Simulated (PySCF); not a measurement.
A structure optimised at PBE-D3(BJ)/def2-SVP, used in a PySCF frequency run:

```
C
H 1 1.1150
O 1 1.4429 2 113.31
H 3 0.9768 1 108.33 2 -75.71
Si 1 1.9315 2 116.95 3 118.69
H 5 1.5034 1 114.67 2 -78.06
H 5 1.5104 6 110.18 1 -124.82
Si 1 1.9392 2 118.08 3 -125.77
H 8 1.5093 1 114.20 2 -41.08
H 8 1.5100 9 109.59 1 -124.88
Si 5 2.3656 6 124.26 7 -130.11
H 11 1.5038 5 119.85 6 101.80
Cl 11 2.0934 12 107.53 8 -133.79
```

Problem. Write its SMILES and formula.

Solution. O[C@H]1[SiH2][Si@@H](Cl)[SiH2]1, CH7ClOSi3

Problem. What are its rotational constants (standard atomic weights)?

Solution. 1.9715, 1.0813, 1.0287 GHz
